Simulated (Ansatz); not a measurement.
C2H9InSn (`C[CH]([InH2])[SnH3]`) at its PBE0-D4/def2-TZVP geometry, where that method's forces vanish. Total charge 0; spin multiplicity 1. In, Sn: def2 effective core potential.

```xyz
13

C     0.2042    1.5409   -0.5128
C    -0.5048    0.2596   -0.0738
In   -0.5904   -1.2734   -1.5958
Sn    0.4090   -0.5604    1.6982
H    -0.3018    2.0187   -1.3578
H     0.2547    2.2859    0.2898
H     1.2322    1.3487   -0.8334
H    -1.5352    0.4649    0.2343
H     0.4661   -1.1265   -2.9568
H    -1.6616   -2.6174   -1.4221
H    -0.6662   -1.6051    2.5197
H     0.8819    0.7202    2.7318
H     1.8119   -1.4561    1.2787
```

Question: What forces (eV/Å) does ωB97M-V/def2-TZVPP give on these atoms in the Gaussian-basis code of Ansatz? (An estimate is asked.)

Answer: Computed: 
```
C1   0.088  0.217 -0.063
C2  -0.136 -0.232  0.100
In3  0.015 -0.012 -0.017
Sn4  0.020  0.009  0.034
H5   0.045 -0.036  0.061
H6   0.000 -0.059 -0.062
H7  -0.066  0.004  0.022
H8   0.085  0.004 -0.030
H9  -0.066 -0.008  0.078
H10  0.067  0.080 -0.010
H11  0.066  0.066 -0.057
H12 -0.034 -0.084 -0.074
H13 -0.084  0.050  0.017
```
